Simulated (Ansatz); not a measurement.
A search over several starts for the lowest SCF solution of Mg₂S₂⁺ at the given spin, in a small basis.

```yaml
crystal:
  periodic: [false, false, false]
  atoms:
    - {symbol: Mg, position_ang: [1.661857, -1.726646, -0.381112]}
    - {symbol: Mg, position_ang: [-1.651510, 1.745093, 0.339808]}
    - {symbol: S, position_ang: [0.695818, 0.568514, 0.454232]}
    - {symbol: S, position_ang: [-0.706156, -0.586960, -0.412939]}
basis:
  gaussian: {orbitals: def2-SVP, initial_orbitals: start.molden}
total_charge: 1
magnetization: {spin_polarized: true, initial_magnetization: 3}
hamiltonian: {xc: pbe0, dispersion: d4}
output: {orbitals: {seedname: orbitals}}
```

The file start.molden holds the orbitals of an earlier run on this structure, at another level or in another basis.

```sh
$ ansatz run in.yaml --threads 4 --pin off --events-out ev --progress --plain --max-ram 3916MiB
```

It prints (some lines left out):

```
Functional definition: PBE0
607 factors; integrals over basis functions are off by at most 9.3e-4 eV
mean field evaluation 1: about -32529.4273 eV, gradient 3.6e0 eV
mean field evaluation 2: about -32529.5160 eV, gradient 6.3e-2 eV
mean field evaluation 4: about -32529.6301 eV, gradient 1.0e-3 eV
mean field evaluation 8: about -32529.6301 eV, gradient 1.6e-5 eV
mean field evaluation 16: about -32529.6281 eV, gradient 4.4e-1 eV
mean field evaluation 32: about -32529.6301 eV, gradient 1.7e-5 eV
mean field -32529.63007510 eV, -1195.4418558848 hartree, gradient 1.7e-5 eV, S^2 3.754017; 2 other end points of the search recorded, 0 dependent functions left out
reference -32529.63011534 eV, -1195.4418573636 hartree; 29, 26 occupied and 43, 46 virtual orbitals, 607 factors
Total energy: -32529.74551361 eV, -1195.4460981719 hartree
```

It took 1.9 s on 4 threads of Arm Neoverse V2 on a shared host.

At PBE0-D4/def2-TZVP a doublet of charge 1 lies 0.94 eV below the quartet, each at its own geometry. The structure comes from a short search, and lower isomers may exist.
